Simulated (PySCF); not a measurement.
**Spinor energies of Hg (mercury, neutral)**

Start: [Xe] 4f14 5d9 6s2 6p1; 5d3/2 filled at m_j = -3/2, -1/2, +1/2, +3/2; 5d5/2 filled at m_j = -3/2, -1/2, +1/2, +3/2, +5/2; 6p3/2 filled at m_j = +3/2. Calculated with PySCF 2.14 in x2c-TZVPall-2c (11s11p10d2f, 108 functions): generalised Hartree-Fock with the X2C-1e Hamiltonian and a Gaussian nucleus; spin-orbit coupling (SO) screened by Boettger's factors. This is a chosen level, not necessarily the ground level.

```json
{"spinor shell": "1s1/2", "electrons": "2", "ε, screened SO (eV)": "-83544.0", "weight of nominal j (screened SO)": "1.000", "rms radius, screened SO (bohr)": "0.0187"}
{"spinor shell": "2s1/2", "electrons": "2", "ε, screened SO (eV)": "-14961.9", "weight of nominal j (screened SO)": "1.000", "rms radius, screened SO (bohr)": "0.0755"}
{"spinor shell": "2p1/2", "electrons": "2", "ε, screened SO (eV)": "-14331.2", "weight of nominal j (screened SO)": "1.000", "rms radius, screened SO (bohr)": "0.0639"}
{"spinor shell": "2p3/2", "electrons": "4", "ε, screened SO (eV)": "-12378.1", "weight of nominal j (screened SO)": "1.000", "rms radius, screened SO (bohr)": "0.0720"}
{"spinor shell": "3s1/2", "electrons": "2", "ε, screened SO (eV)": "-3624.4", "weight of nominal j (screened SO)": "1.000", "rms radius, screened SO (bohr)": "0.193"}
{"spinor shell": "3p1/2", "electrons": "2", "ε, screened SO (eV)": "-3341.4", "weight of nominal j (screened SO)": "1.000", "rms radius, screened SO (bohr)": "0.184"}
{"spinor shell": "3p3/2", "electrons": "4", "ε, screened SO (eV)": "-2902.4", "weight of nominal j (screened SO)": "1.000", "rms radius, screened SO (bohr)": "0.201"}
{"spinor shell": "3d3/2", "electrons": "4", "ε, screened SO (eV)": "-2439.4", "weight of nominal j (screened SO)": "1.000", "rms radius, screened SO (bohr)": "0.176"}
{"spinor shell": "3d5/2", "electrons": "6", "ε, screened SO (eV)": "-2345.7", "weight of nominal j (screened SO)": "1.000", "rms radius, screened SO (bohr)": "0.180"}
{"spinor shell": "4s1/2", "electrons": "2", "ε, screened SO (eV)": "-839.08", "weight of nominal j (screened SO)": "1.000", "rms radius, screened SO (bohr)": "0.424"}
{"spinor shell": "4p1/2", "electrons": "2", "ε, screened SO (eV)": "-716.65", "weight of nominal j (screened SO)": "1.000", "rms radius, screened SO (bohr)": "0.429"}
{"spinor shell": "4p3/2", "electrons": "4", "ε, screened SO (eV)": "-609.18", "weight of nominal j (screened SO)": "1.000", "rms radius, screened SO (bohr)": "0.463"}
{"spinor shell": "4d3/2", "electrons": "4", "ε, screened SO (eV)": "-408.93", "weight of nominal j (screened SO)": "1.000", "rms radius, screened SO (bohr)": "0.475"}
{"spinor shell": "4d5/2", "electrons": "6", "ε, screened SO (eV)": "-388.14", "weight of nominal j (screened SO)": "1.000", "rms radius, screened SO (bohr)": "0.486"}
{"spinor shell": "5s1/2", "electrons": "2", "ε, screened SO (eV)": "-144.59", "weight of nominal j (screened SO)": "1.000", "rms radius, screened SO (bohr)": "0.967"}
{"spinor shell": "4f5/2", "electrons": "6", "ε, screened SO (eV)": "-127.74", "weight of nominal j (screened SO)": "0.999", "rms radius, screened SO (bohr)": "0.525"}
{"spinor shell": "4f7/2", "electrons": "8", "ε, screened SO (eV)": "-123.50", "weight of nominal j (screened SO)": "0.999", "rms radius, screened SO (bohr)": "0.527"}
{"spinor shell": "5p1/2", "electrons": "2", "ε, screened SO (eV)": "-102.29", "weight of nominal j (screened SO)": "0.999", "rms radius, screened SO (bohr)": "1.05"}
{"spinor shell": "5p3/2", "electrons": "4", "ε, screened SO (eV)": "-82.336", "weight of nominal j (screened SO)": "0.999", "rms radius, screened SO (bohr)": "1.14"}
{"spinor shell": "5d3/2", "electrons": "4", "ε, screened SO (eV)": "-23.110", "weight of nominal j (screened SO)": "0.973", "rms radius, screened SO (bohr)": "1.50"}
{"spinor shell": "5d5/2", "electrons": "5", "ε, screened SO (eV)": "-20.658", "weight of nominal j (screened SO)": "0.978", "rms radius, screened SO (bohr)": "1.57"}
{"spinor shell": "6s1/2", "electrons": "2", "ε, screened SO (eV)": "-11.784", "weight of nominal j (screened SO)": "0.998", "rms radius, screened SO (bohr)": "2.85"}
{"spinor shell": "6p3/2", "electrons": "1", "ε, screened SO (eV)": "-5.051", "weight of nominal j (screened SO)": "1.000", "rms radius, screened SO (bohr)": "4.12"}
```

| quantity | screened SO |
| --- | --- |
| E (hartree) | -19639.35879 |
| M_J | 4 |
| ⟨J²⟩ | 20.013 |
| ⟨L²⟩ | 12.188 |
| ⟨S²⟩ | 2.183 |

Each row is a mean over spinors that exchange with the open shell spreads, by up to 5.006 eV (5p3/2).

Breit and QED terms are absent; they matter most for the inner s and p1/2 levels.

Densities and radii are taken from the X2C orbitals without a picture-change correction, which distorts them close to the nucleus.
